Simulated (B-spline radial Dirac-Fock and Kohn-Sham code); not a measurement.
**Elastic and transport cross sections of antimony for electrons**

Model: relativistic (Dirac) partial waves in the static field of the Dirac-Fock atom with Furness-McCarthy exchange, without polarisation or absorption potentials. Program: a radial finite-basis atomic code. σ_tr1 and σ_tr2 weight the cross section with 1 − P₁ and 1 − P₂ of cos θ; "backward" is the share scattered beyond 90°.

```csv
energy (eV),σ (a₀²),σ_tr1 (a₀²),σ_tr2 (a₀²),σ/σ_tr1,backward (%)
761,11.3,2.73,2.41,4.13,11
790,11.1,2.63,2.34,4.21,10
983,9.93,2.08,1.93,4.78,8.7
1000,9.85,2.04,1.91,4.83,8.6
1060,9.57,1.91,1.81,5.01,8.2
1260,?,?,?,?,?
1350,8.48,1.44,1.48,5.88,6.6
1450,8.18,1.32,1.39,6.19,6.2
1500,8.04,1.27,1.35,6.34,6.0
1800,7.33,1.01,1.14,7.25,5.1
1990,6.95,0.889,1.04,7.82,4.7
```

Q: Fill in the row for 1.26 keV.

A: σ = 8.78 a₀², σ_tr1 = 1.56 a₀², σ_tr2 = 1.57 a₀², σ/σ_tr1 = 5.61, backward 7.0 %. The ratio σ/σ_tr1 is roughly the number of elastic collisions that randomise the direction.

Values without a named source are computed, but for edge energies of neutral atoms, which are taken from tables.
